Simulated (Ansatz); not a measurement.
KH, singlet: energies of several shapes or isomers

Program: Ansatz, Gaussian basis, development build. Basis def2-SVP, nonrelativistic, 9 orbitals frozen in the corrections; active space CAS(2,2). Restricted Hartree–Fock, then the lowest state-specific CASSCF solution met for each case. A minimal or small basis: far from the basis limit. On stretched bonds single-reference methods can fail or change state. Solutions in different active orbitals can move differences by tenths of an eV and at times more than 1 eV.

Case A: bond length 2.2400 Å.

Case B: bond length 3.3600 Å. A bond is stretched, to 1.44 times the sum of the covalent radii.

Energy less that of case A, in eV:

| case | RHF/ROHF | CASSCF |
| --- | --- | --- |
| B | +0.834 | +0.574 |

Problem. Give the SC-NEVPT2 energies against case A.

Solution. B: +0.643 eV (14.8 kcal/mol).
